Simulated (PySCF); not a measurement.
## Working out the ionisation energy of Mo²⁺

Mo²⁺ [Kr] 4d4 (5D) → Mo³⁺ [Kr] 4d3 (4F). Calculation: PySCF 2.14, in aug-cc-pwCVDZ-PP with ECP28MDF; scalar relativity through the core potential. Frozen: nothing. Energies in hartree (1 hartree = 27.21139 eV):

| part | Mo²⁺ (lower) | Mo³⁺ (upper) |
| --- | --- | --- |
| UHF | -66.560157 | -65.602682 |
| CCSD correlation | -0.311598 | -0.284953 |
| (T) | -0.006362 | -0.005339 |

Question: What does Hartree-Fock give?

Answer: (-65.602682) − (-66.560157) = 0.957475 hartree = 26.054 eV.

Question: What do CCSD and CCSD(T) give?

Answer: The CCSD correlation energies differ by 0.026645 hartree = 0.725 eV and the triples by 0.001023 hartree = 0.028 eV, so CCSD gives 26.779 eV and CCSD(T) 26.807 eV.

Reference: 27.13 ± 0.12 eV (semi-empirical (NIST evaluation); NIST Atomic Spectra Database, ionization energies), between the lowest levels; spin-orbit coupling is absent from the calculation.

A double-zeta basis recovers only part of the correlation energy.

What remains against the reference includes basis incompleteness and higher excitations.
